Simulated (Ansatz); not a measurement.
Born–Oppenheimer molecular dynamics of FHSeSi (4 atoms, charge 0, multiplicity 1). It starts from a relaxed structure.

Theory: RKS PBE-D4/def2-SVP (Ansatz 0.2.0).

```yaml
ensemble: NVT, Nosé–Hoover chain
time_step: 0.5 fs
steps_asked: 150
set_temperature: 1000 K
thermostat: time constant 20 fs, chain length 3
seed: 547321
```

Frames 0.5 fs apart, positions in Å, forces in eV/Å.

Velocities at 15.0 fs (Å/ps):

```
F 0.34 -0.55 1.01
Si -1.30 -0.46 0.35
Se 0.56 -0.12 0.09
H -14.52 32.78 -36.04
```

```xyz
4
Properties=species:S:1:pos:R:3:forces:R:3 time_fs=15.0 energy_less_start_eV=0.142 T=545
F -1.195 -0.368 1.076 0.41 -0.02 -0.27
Si -0.081 0.050 -0.071 1.25 -0.74 1.18
Se 2.011 -0.471 0.069 -1.71 0.47 -0.31
H -0.968 0.864 -0.919 0.05 0.29 -0.60
4
Properties=species:S:1:pos:R:3:forces:R:3 time_fs=15.5 energy_less_start_eV=0.132 T=593
F -1.194 -0.368 1.077 0.40 -0.01 -0.29
Si -0.082 0.050 -0.071 1.03 -0.50 0.91
Se 2.011 -0.471 0.069 -1.72 0.47 -0.30
H -0.976 0.880 -0.938 0.29 0.04 -0.31
4
Properties=species:S:1:pos:R:3:forces:R:3 time_fs=16.0 energy_less_start_eV=0.133 T=603
F -1.194 -0.368 1.077 0.39 0.00 -0.31
Si -0.082 0.050 -0.071 0.83 -0.27 0.66
Se 2.011 -0.472 0.070 -1.72 0.47 -0.30
H -0.982 0.898 -0.958 0.50 -0.20 -0.05
4
Properties=species:S:1:pos:R:3:forces:R:3 time_fs=16.5 energy_less_start_eV=0.144 T=578
F -1.194 -0.369 1.077 0.37 0.02 -0.33
Si -0.083 0.050 -0.070 0.67 -0.07 0.43
Se 2.011 -0.472 0.070 -1.72 0.47 -0.30
H -0.988 0.914 -0.978 0.68 -0.41 0.19
4
Properties=species:S:1:pos:R:3:forces:R:3 time_fs=17.0 energy_less_start_eV=0.161 T=525
F -1.194 -0.369 1.078 0.36 0.03 -0.34
Si -0.083 0.049 -0.070 0.54 0.10 0.23
Se 2.011 -0.472 0.070 -1.72 0.46 -0.29
H -0.992 0.930 -0.998 0.82 -0.59 0.40
4
Properties=species:S:1:pos:R:3:forces:R:3 time_fs=17.5 energy_less_start_eV=0.182 T=456
F -1.193 -0.369 1.078 0.34 0.04 -0.35
Si -0.084 0.049 -0.069 0.45 0.24 0.06
Se 2.011 -0.472 0.070 -1.72 0.46 -0.29
H -0.994 0.945 -1.017 0.93 -0.74 0.58
4
Properties=species:S:1:pos:R:3:forces:R:3 time_fs=18.0 energy_less_start_eV=0.205 T=381
F -1.193 -0.369 1.078 0.32 0.05 -0.36
Si -0.084 0.049 -0.069 0.38 0.36 -0.09
Se 2.011 -0.472 0.070 -1.71 0.45 -0.28
H -0.993 0.959 -1.035 1.01 -0.86 0.73
4
Properties=species:S:1:pos:R:3:forces:R:3 time_fs=18.5 energy_less_start_eV=0.226 T=311
F -1.192 -0.370 1.079 0.30 0.06 -0.37
Si -0.084 0.048 -0.069 0.35 0.45 -0.20
Se 2.011 -0.471 0.070 -1.71 0.45 -0.27
H -0.991 0.970 -1.052 1.06 -0.96 0.85
4
Properties=species:S:1:pos:R:3:forces:R:3 time_fs=19.0 energy_less_start_eV=0.243 T=254
F -1.192 -0.370 1.079 0.28 0.07 -0.38
Si -0.085 0.048 -0.068 0.35 0.51 -0.30
Se 2.011 -0.471 0.070 -1.71 0.44 -0.27
H -0.986 0.979 -1.067 1.08 -1.03 0.94
4
Properties=species:S:1:pos:R:3:forces:R:3 time_fs=19.5 energy_less_start_eV=0.254 T=219
F -1.191 -0.370 1.079 0.26 0.08 -0.38
Si -0.085 0.048 -0.068 0.37 0.55 -0.37
Se 2.011 -0.471 0.070 -1.70 0.44 -0.26
H -0.978 0.986 -1.079 1.08 -1.08 1.01
4
Properties=species:S:1:pos:R:3:forces:R:3 time_fs=20.0 energy_less_start_eV=0.258 T=211
F -1.190 -0.370 1.079 0.23 0.09 -0.38
Si -0.085 0.048 -0.067 0.40 0.58 -0.42
Se 2.011 -0.471 0.069 -1.70 0.43 -0.26
H -0.967 0.990 -1.090 1.06 -1.10 1.06
4
Properties=species:S:1:pos:R:3:forces:R:3 time_fs=20.5 energy_less_start_eV=0.254 T=232
F -1.190 -0.371 1.079 0.21 0.10 -0.38
Si -0.085 0.047 -0.067 0.46 0.58 -0.45
Se 2.011 -0.471 0.069 -1.69 0.43 -0.25
H -0.953 0.992 -1.098 1.02 -1.11 1.08
```

Of the whole run (75 fs, mean temperature of the second half 1269 K): The conserved energy stayed within 0.88 meV per atom of its start (net change 0.74 meV per atom), so the integration is sound. The mean temperature of the second half is 27 % above the set value. A run of 0.075 ps of so small a system gives no equilibrium averages.

Run time: 2.5 min on 1 thread of Arm Neoverse V2 (shared host), peak memory 0.093 GiB.
